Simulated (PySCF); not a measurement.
## EPR parameters of C6H6FO

Compound: C₆H₆FO (doublet state).
Structure used (GFN2-xTB), in Å, numbered top down from 1:
```xyz
14
C6H6FO angstrom
O      1.2381    2.5652    0.5713
C      0.7141    1.4682    0.3804
C     -0.6572    1.2023    0.6659
C     -1.2843   -0.0788    0.2990
F     -2.4372   -0.2967    1.0249
C     -0.3326   -1.2702    0.4624
C      1.0214   -0.9341   -0.0700
C      1.4895    0.3102   -0.1195
H     -1.2532    1.9502    1.1650
H     -1.6146   -0.0276   -0.7569
H     -0.2558   -1.5013    1.5311
H     -0.7442   -2.1496   -0.0347
H      1.6285   -1.7682   -0.3927
H      2.4868    0.5300   -0.4683
```

Identity: `O=C1[CH][C@H](F)CC=C1` [radical].

Method: PySCF 2.14.0, UKS B3LYP, pcH-1 on C F H O, non-relativistic, mean-field spin-orbit, GIAO. Geometry: GFN2-xTB, one conformer, isolated molecule. A GFN2-xTB geometry isn't a minimum of the functional, and hyperfine couplings can be far from their values at a DFT geometry. No stability test was run, so a lower SCF solution isn't excluded.

| Quantity | Value |
| --- | --- |
| g1, g2, g3 | 2.00218, 2.00388, 2.00782 |
| g_iso | 2.00463 |
| Form of g | rhombic: the two nearest values differ by 30 % of g3 − g1 |
| ⟨S²⟩ | 0.7634 (exact 0.7500) |
| α and β electrons | 30, 29 |

Isotropic coupling and dipolar principal values T1 to T3, in MHz; ρ(0) is the spin density at the nucleus:

| atom | isotope | a_iso | T1 | T2 | T3 | Mulliken spin population | ρ(0) (bohr⁻³) |
| --- | --- | --- | --- | --- | --- | --- | --- |
| O1 | 17O | -18.1 | -85.3 | 42.2 | 43.1 | 0.28 | 0.0299 |
| C2 | 13C | -38.2 | -13.3 | 3.7 | 9.6 | -0.12 | -0.0340 |
| C3 | 13C | 67.3 | -65.5 | -65.2 | 130.7 | 0.83 | 0.0599 |
| C4 | 13C | -30.5 | -3.0 | 0.6 | 2.4 | -0.06 | -0.0272 |
| F5 | 19F | 29.6 | -14.8 | -14.5 | 29.3 | 0.00 | 0.0070 |
| C6 | 13C | 32.1 | -3.6 | -2.5 | 6.0 | 0.02 | 0.0286 |
| C7 | 13C | -2.3 | -1.5 | -0.2 | 1.7 | -0.01 | -0.0021 |
| C8 | 13C | -0.8 | -2.4 | -0.4 | 2.7 | 0.02 | -0.0007 |
| H9 | 1H | -51.7 | -29.5 | -2.1 | 31.6 | -0.04 | -0.0116 |
| H10 | 1H | 125.7 | -5.7 | -1.9 | 7.6 | 0.05 | 0.0281 |
| H11 | 1H | -1.5 | -3.4 | -1.7 | 5.1 | 0.00 | -0.0003 |
| H12 | 1H | -3.6 | -2.5 | -1.8 | 4.3 | 0.00 | -0.0008 |
| H13 | 1H | 1.5 | -1.3 | -0.8 | 2.1 | 0.00 | 0.0003 |
| H14 | 1H | -1.8 | -2.0 | -1.0 | 3.1 | 0.00 | -0.0004 |

The largest Mulliken spin populations are on C3 (+0.83), O1 (+0.28) and C2 (-0.12). The angles at C3 add up to 360.0°, so it is planar; its axial dipolar tensor and the negative coupling of its proton fit spin in a p orbital normal to that plane.

Axes: g3 points within 9° of the O1–C2 bond.

Under fast tumbling the dipolar parts average out, and these isotropic splittings remain (the largest six): 1 × 1H (H10, I = 1/2, 2 lines) with 4.48 mT, 1 × 1H (H9, I = 1/2, 2 lines) with 1.84 mT, 1 × 19F (F5, I = 1/2, 2 lines) with 1.06 mT, 1 × 1H (H12, I = 1/2, 2 lines) with 0.13 mT, 1 × 1H (H14, I = 1/2, 2 lines) with 0.06 mT and 1 × 1H (H11, I = 1/2, 2 lines) with 0.05 mT.

The 17O coupling of O1 (-18.1 MHz) shows only in satellite lines or after enrichment, since that isotope makes up about 0.038 % of natural oxygen.

The 13C coupling of C3 (67.3 MHz) shows only in satellite lines or after enrichment, since that isotope makes up about 1.07 % of natural carbon.
